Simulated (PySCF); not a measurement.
**Nonlinear optical response: `InChI=1S/C5H3BF2/c1-2-3-4-5-6(7)8/h1,3,5H`**

Geometry:
```
atom   x (Å)   y (Å)   z (Å)
  C1  -2.413   0.532  -1.683
  C2  -1.864   0.417  -0.608
  C3  -1.251   0.278   0.669
  C4   0.042   0.401   0.883
  C5   1.333   0.492   1.099
  B6   2.250  -0.754   1.005
  F7   3.554  -0.643   1.174
  F8   1.770  -1.957   0.757
  H9  -2.893   0.635  -2.639
 H10  -1.897   0.055   1.529
 H11   1.764   1.473   1.337
```

Method: PySCF, quadratic response CAM-B3LYP/def2-TZVPD first hyperpolarisability, Taylor convention, gas phase. Geometry: PBE0-D3(BJ)/def2-SVP.

**Question.** What is the first hyperpolarisability, and how does it disperse?

**Answer.** In au, Taylor convention; the vector part is βᵢ = ⅓ Σⱼ (βᵢⱼⱼ + βⱼᵢⱼ + βⱼⱼᵢ); β∥ is 3/5 of the vector part along the dipole, the dipole points from − to +:
| process | λ (nm) | β vector norm | β∥ | β HRS | depolarisation ratio |
| --- | --- | --- | --- | --- | --- |
| static β(0;0,0) | ∞ | 52.4 | -15.7 | 25.7 | 3.27 |
| second harmonic β(−2ω;ω,ω) | 1907 | 48.9 | -13.4 | 25.3 | 2.97 |
| Pockels β(−ω;ω,0) | 1907 | 51.3 | -15.0 | – | – |
| second harmonic β(−2ω;ω,ω) | 1064 | 40.0 | -6.8 | 24.7 | 2.33 |
| Pockels β(−ω;ω,0) | 1064 | 48.6 | -13.2 | – | – |

**Question.** Which lowest excitations, dipole and polarisabilities go with it?

**Answer.** S1 4.52 eV (f = 0.000); S2 5.65 eV (f = 0.034); S3 5.66 eV (f = 0.282); dipole 1.68 D; isotropic α 79.4 au static, 79.8 au at 1907 nm, 80.6 au at 1064 nm, 80.9 au at 953.5 nm, 84.7 au at 532 nm.
